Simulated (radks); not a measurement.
Q: Dipole-allowed excitations along the series with 47 electrons in [Kr] 4d10 5s1. Calculated with a radial shooting solver on a logarithmic mesh with Libxc functionals: scalar-relativistic Kohn-Sham, LB94 model potential, spin-polarised, spherical densities, finite nucleus; open shells are filled with parallel spins first (spin-orbit coupling, left out, can overturn this in heavy ions); Fermi nuclear charge, rms radius of each element as measured or else 0.836 A^(1/3) + 0.57 fm. Time-dependent linear response with the Hartree and adiabatic LDA kernel, continuum included through the Sternheimer equations, no spin-orbit coupling, so fine structure and intercombination lines are absent. Lines are the poles of the dipole polarisability below minus the highest occupied eigenvalue, found on a grid refined at the orbital gaps; the lowest seven at most are given, and weak or close lines can be missed. The first line takes the name of the lowest orbital gap if no other gap lies below it; otherwise a line is named after a gap within 0.6 % of it, if that gap stands alone.

species  -e(HOMO) (eV)  lowest orbital gap (eV)  first line (eV)      f  strongest line (eV)  its f  static alpha (bohr^3)
In2+            30.722              5s-5p 8.167    8.623 (5s-5p)  0.737  22.580 (unassigned)  0.801                  11.32
Sb4+            58.525             5s-5p 11.489   12.137 (5s-5p)  0.759  38.983 (unassigned)  0.879                  5.775

Estimate the first line of Sn3+, its oscillator strength and the static polarisability.

A: 10.389 eV (5s-5p), f = 0.751, alpha = 7.862 bohr^3.
